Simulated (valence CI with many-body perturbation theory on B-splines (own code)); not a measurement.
# E1 line list for Cu XV

Method: valence CI with perturbative core correlation (CI+MBPT): five valence electrons over a frozen Dirac-Fock core [Ne], radial functions for each j: 11 s, 11 p, 10 d, 8 f, 5 g, 2 h, with the one-electron correlation potential Σ1 (screened to all orders), the two-electron term Σ2, the three-electron term Σ3, Breit, model QED; selected single and double excitations, second order for the rest, scaled by the run's own slope (own B-spline code, finite nucleus).

No measured levels were compared; by estimate levels of excited configurations hold to 0.05 to 0.15 % of their energy, terms of the ground configuration to about 0.5 %. Among the levels kept, up to 3300 cm⁻¹ of a level comes from second order outside the variational space, and about a tenth of that is noise between levels of different J, which matters for small intervals.

Lines 201 to 250 of 568 in falling wavelength, among levels below 162.10 eV, chosen from the strongest by gf and those to the six lowest levels. Wavelengths and rates use the calculated energies, so an error of 300 cm⁻¹ moves a line at 197.1 Å by 0.059 % and its rate by three times that or more. Electric multipoles are in the length gauge, E1 and E2 with the static RPA response of the core. Weak lines are less certain than strong ones. Lines between different terms over intervals too small for the method are left out, as are lines whose strength nearly cancels. Where a level lies close to another of its J and parity, the split of strength between their lines is uncertain. The highest levels of a list are the least certain.

Names give the largest LS component (configuration and term), which can be under half, so a name can repeat, a term be missing and a line seem to break the LS rules; names also repeat where a configuration has a term twice. Letters in brackets count levels of one name in rising energy.

```
λ vac (Å)                   Upper                  Lower   A (s⁻¹)  S (a.u.)
    197.1   3s.3p3.3d 4D°_3/2 [d]  3s2.3p2.3d 2F_5/2 [a]  1.43e+10  2.17e-01
    197.0   3s.3p3.3d 2D°_5/2 [a]  3s2.3p2.3d 2P_3/2 [a]  1.05e+10  2.39e-01
    195.9  3s2.3p.3d2 4D°_5/2 [a]      3s2.3p2.3d 4P_3/2  3.94e+09  8.77e-02
    195.7       3s.3p4 2S_1/2 [b]        3s2.3p3 4S°_3/2  1.42e+08  1.05e-03
    195.6   3s.3p3.3d 2D°_5/2 [d]  3s2.3p2.3d 2D_5/2 [a]  6.30e+09  1.40e-01
    195.4   3s.3p3.3d 4D°_5/2 [d]      3s2.3p2.3d 4F_7/2  2.05e+10  4.53e-01
    195.3   3s.3p3.3d 4F°_5/2 [a]          3s.3p4 4P_5/2  7.70e+07  1.70e-03
    195.0   3s.3p3.3d 2P°_1/2 [b]      3s2.3p2.3d 4D_3/2  7.54e+09  5.52e-02
    194.9   3s.3p3.3d 2D°_3/2 [e]      3s2.3p2.3d 2P_1/2  8.16e+09  1.19e-01
    194.8   3s.3p3.3d 4D°_7/2 [d]      3s2.3p2.3d 4F_7/2  9.20e+09  2.68e-01
    194.4       3s2.3p2.3d 4F_3/2        3s2.3p3 4S°_3/2  1.15e+08  1.66e-03
    194.0      3s2.3p.3d2 4G°_9/2      3s2.3p2.3d 4D_7/2  1.81e+09  6.52e-02
    193.7   3s.3p3.3d 4D°_5/2 [c]  3s2.3p2.3d 2P_3/2 [a]  3.34e+09  7.19e-02
    193.6   3s2.3p2.3d 2P_3/2 [b]        3s2.3p3 2P°_1/2  1.61e+09  2.30e-02
    193.6      3s2.3p.3d2 4P°_5/2  3s2.3p2.3d 2D_5/2 [a]  3.83e+09  8.23e-02
    193.5   3s.3p3.3d 4F°_7/2 [a]          3s.3p4 4P_5/2  5.15e+07  1.47e-03
    193.4  3s2.3p.3d2 4D°_5/2 [a]      3s2.3p2.3d 4P_5/2  2.69e+09  5.76e-02
    192.4   3s.3p3.3d 2D°_5/2 [c]      3s2.3p2.3d 4D_7/2  1.88e+10  3.97e-01
    192.3       3s2.3p2.3d 4P_3/2        3s2.3p3 2P°_3/2  3.89e+08  5.46e-03
    191.9   3s2.3p2.3d 4P_1/2 [a]        3s2.3p3 2P°_3/2  1.18e+10  8.24e-02
    191.7       3s2.3p2.3d 4F_5/2        3s2.3p3 4S°_3/2  1.93e+08  4.03e-03
    191.6   3s.3p3.3d 2D°_5/2 [e]  3s2.3p2.3d 2D_5/2 [b]  6.02e+09  1.25e-01
    191.5   3s.3p3.3d 4D°_3/2 [d]      3s2.3p2.3d 4F_5/2  8.28e+09  1.15e-01
    191.4   3s.3p3.3d 4D°_5/2 [d]      3s2.3p2.3d 4F_5/2  1.15e+10  2.38e-01
    190.5      3s2.3p.3d2 4G°_7/2      3s2.3p2.3d 4D_5/2  2.53e+09  6.89e-02
    190.2  3s2.3p.3d2 4D°_7/2 [a]      3s2.3p2.3d 4P_5/2  1.09e+10  2.95e-01
    189.5   3s2.3p2.3d 4P_1/2 [b]        3s2.3p3 2P°_3/2  9.13e+09  6.13e-02
    189.3   3s.3p3.3d 2F°_5/2 [d]      3s2.3p2.3d 4D_7/2  2.94e+09  5.92e-02
    189.1  3s2.3p.3d2 2D°_3/2 [b]  3s2.3p2.3d 2D_5/2 [c]  6.57e+09  8.77e-02
    189.0   3s.3p3.3d 4D°_3/2 [d]      3s2.3p2.3d 4F_3/2  7.59e+09  1.01e-01
    188.8   3s.3p3.3d 2D°_3/2 [c]      3s2.3p2.3d 4F_5/2  7.90e+09  1.05e-01
    188.6   3s.3p3.3d 2D°_3/2 [d]      3s2.3p2.3d 4D_5/2  1.27e+10  1.68e-01
    188.2   3s.3p3.3d 4D°_1/2 [d]      3s2.3p2.3d 4F_3/2  1.74e+10  1.15e-01
    187.7   3s2.3p2.3d 2D_3/2 [a]        3s2.3p3 2P°_3/2  3.26e+08  4.26e-03
    187.5      3s2.3p.3d2 2D°_5/2  3s2.3p2.3d 2D_3/2 [c]  3.19e+09  6.23e-02
    187.5  3s2.3p.3d2 2P°_3/2 [a]      3s2.3p2.3d 2S_1/2  1.56e+10  2.03e-01
    187.1  3s2.3p.3d2 2F°_7/2 [b]  3s2.3p2.3d 2F_7/2 [b]  2.09e+10  5.41e-01
    186.7   3s.3p3.3d 2F°_5/2 [c]      3s2.3p2.3d 4F_5/2  2.89e+09  5.56e-02
    186.5  3s2.3p.3d2 2P°_3/2 [a]  3s2.3p2.3d 2P_3/2 [c]  1.91e+10  2.45e-01
    186.5   3s2.3p2.3d 4P_1/2 [a]        3s2.3p3 2P°_1/2  5.27e+09  3.37e-02
    186.5   3s2.3p2.3d 2F_5/2 [a]        3s2.3p3 4S°_3/2  2.83e+08  5.43e-03
    185.2  3s2.3p.3d2 2G°_7/2 [b]  3s2.3p2.3d 2D_5/2 [c]  5.06e+09  1.27e-01
    184.7   3s.3p3.3d 2D°_5/2 [e]  3s2.3p2.3d 2D_5/2 [a]  1.13e+10  2.11e-01
    184.3   3s2.3p2.3d 4P_1/2 [b]        3s2.3p3 2P°_1/2  5.22e+09  3.22e-02
    184.3   3s.3p3.3d 2P°_3/2 [d]  3s2.3p2.3d 2P_3/2 [b]  1.31e+10  1.61e-01
    184.2  3s2.3p.3d2 2F°_5/2 [a]      3s2.3p2.3d 2G_7/2  1.40e+10  2.59e-01
    184.1      3s2.3p.3d2 2H°_9/2      3s2.3p2.3d 2G_9/2  1.89e+09  5.81e-02
    183.6   3s.3p3.3d 2F°_7/2 [a]          3s.3p4 2D_5/2  2.20e+09  5.37e-02
    183.5       3s2.3p2.3d 4D_1/2        3s2.3p3 4S°_3/2  1.63e+08  9.92e-04
    183.5       3s2.3p2.3d 2G_7/2        3s2.3p3 2D°_5/2  8.00e+08  1.95e-02
```
